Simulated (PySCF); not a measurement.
Ga(OH)(SiH3)2 (GaH₇OSi₂), SMILES [OH][Ga]([SiH3])[SiH3]. Atoms are numbered in the order given.

```xyz
11

Ga    -0.2609    -0.0015     0.0000
O     -2.0602    -0.1223     0.0000
H     -2.5311     0.7248     0.0000
Si     0.7600    -2.1873     0.0000
H      1.6313    -2.3474    -1.2021
H      1.6313    -2.3474     1.2021
H     -0.2524    -3.2796     0.0000
Si     0.7497     2.2033     0.0000
H      1.6132     2.3796     1.2048
H      1.6132     2.3796    -1.2048
H     -0.2715     3.2924     0.0000
```

Geometry: TPSSh-D3(BJ)/def2-SVP. Other conformers were not sampled.

All values below come from TPSSh-D3(BJ)/def2-SVP (PySCF).

Frequencies are harmonic and unscaled.

Computed normal modes with their intensities:
```csv
mode,ν (cm⁻¹),IR (km/mol),moving atoms (share of kinetic energy)
1,24,0.0,H 98 %
2,41,0.2,H 93 %
3,73,1.7,"Si 53 %, Ga 23 %, H 19 %"
4,111,5.7,"Ga 46 %, O 22 %, H 17 %, Si 16 %"
5,145,15.0,"O 61 %, H 17 %, Si 13 %, Ga 9 %"
6,287,0.4,"Si 80 %, H 9 %, Ga 9 %"
7,352,19.6,"Si 51 %, Ga 38 %, H 11 %"
8,388,42.3,H 93 %
9,455,13.3,"H 84 %, Si 11 %"
10,455,9.9,H 85 %
11,479,67.9,"H 88 %, Si 8 %"
12,499,9.2,"H 85 %, Si 13 %"
13,678,99.0,"O 79 %, Ga 19 %"
14,777,171.4,H 91 %
15,858,476.6,"H 90 %, Si 10 %"
16,889,61.1,"H 91 %, Si 8 %"
17,948,28.9,H 98 %
18,948,0.1,H 97 %
19,951,49.6,H 98 %
20,952,75.5,H 98 %
21,2221,128.6,H 99 %
22,2226,32.1,H 98 %
23,2230,56.3,H 96 %
24,2233,106.9,H 96 %
25,2234,127.3,H 96 %
26,2252,92.8,H 96 %
27,3805,53.3,H 94 %
```
